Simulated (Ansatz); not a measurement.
`O=CB[TeH]` + CH₃OH → `COBC=O` + H₂Te at 400 K and 1 bar (ligand exchange at a B–Te bond).

Gas-phase electronic energies from Ansatz, PBE0-D4/def2-TZVP geometries. CBS: MP2 limit from def2 TZ/QZ plus the TZ coupled-cluster correction, frozen cores. This one scheme is used for every species. Elements past krypton have def2 core potentials. For Te outer-core shells are correlated without core-valence functions, which leaves a few kJ/mol of doubt a bond. One conformer a species, not always the lowest.

```json
{"species": "`O=CB[TeH]`", "CCSD(T)/CBS energy (Eh)": "-407.52349", "H − E (kJ/mol)": "124.8", "S (J/(mol·K))": "357.9"}
{"species": "CH₃OH", "CCSD(T)/CBS energy (Eh)": "-115.61712", "H − E (kJ/mol)": "151.2", "S (J/(mol·K))": "252.6"}
{"species": "`COBC=O`", "CCSD(T)/CBS energy (Eh)": "-254.25700", "H − E (kJ/mol)": "223.8", "S (J/(mol·K))": "356.6"}
{"species": "H₂Te", "CCSD(T)/CBS energy (Eh)": "-268.91024", "H − E (kJ/mol)": "45.0", "S (J/(mol·K))": "239.1"}
```

H − E and S are ideal-gas, rigid-rotor, harmonic terms from PBE0-D4/def2-TZVP, for one conformer and one mirror image of each species. 1 Eh = 2625.50 kJ/mol, R = 8.31446 J/(mol·K).

Task: By hand: ΔE, ΔH, ΔS and ΔG.

Result: ΔE = (-254.25700) + (-268.91024) − (-407.52349) − (-115.61712) = -0.02663 Eh = -69.9 kJ/mol. Δ(H − E) = 223.8 + 45.0 − 124.8 − 151.2 = -7.2, so ΔH = -77.1 kJ/mol. ΔS = 356.6 + 239.1 − 357.9 − 252.6 = -14.8 J/(mol·K). ΔG = -77.1 − 400 × (-14.8)/1000 = -71.2 kJ/mol.

Task: By hand: the equilibrium constant, and the temperature at which ΔG would vanish if ΔH and ΔS stayed fixed.

Result: log₁₀ K = −ΔG/(RT ln 10) = 9.3. ΔG = 0 at ΔH/ΔS = 5209 K, far beyond where these terms or the molecules hold.

The number of gas molecules stays the same, so ΔS is small and ΔH decides. A doubt of 5 kJ/mol in ΔE shifts log₁₀ K by 0.7 here. Other conformers and mirror images would add mixing entropy, several J/(mol·K) or more a flexible species. Modes under 60 cm⁻¹, often nearly free rotors, make the harmonic entropy too high. These are equilibria of isolated gas molecules and say nothing of rates. Largest T1 diagnostic: 0.017 (customary marks: 0.02 for closed shells, 0.045 for open ones).
